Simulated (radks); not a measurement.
Results of a calculation; reference values are marked as such.
Ionisation of neutral copper, [Ar] 3d10 4s1, to Cu+, [Ar] 3d10, under several functionals. Scalar-relativistic Kohn-Sham, spin-polarised, spherical densities, point nucleus; open shells are filled with parallel spins first; a radial shooting solver on a logarithmic mesh with Libxc functionals.

functional                          E(Cu) (hartree)  Exc (hartree)  IE (eV)  -e(HOMO) (eV)  <r> HOMO (bohr)  IE error (eV)
OLYP                                    -1655.56533      -68.33957    7.986          4.658            2.931         +0.260
XLYP                                    -1655.48816      -68.17548    8.478          4.916            1.041         +0.752
HCTH/407                                -1655.92887      -68.75282    8.243          4.983            2.876         +0.516
BLYP                                    -1655.21525      -67.89838    8.443          4.879            1.040         +0.717
PW91                                    -1655.26571      -67.96412    8.450          4.966            1.032         +0.723
RPBE                                    -1655.06673      -67.76016    8.260          4.814            1.033         +0.533
BP86                                    -1655.37191      -68.06606    8.544          5.048            1.033         +0.818
B86b exchange with PBE correlation      -1655.20337      -67.89758    8.414          4.917            1.032         +0.688

NIST Atomic Spectra Database: 7.726 eV (measured). Closest: OLYP. The Delta-SCF values span 0.56 eV, the total energies 0.86 hartree. The highest occupied level is 4s.
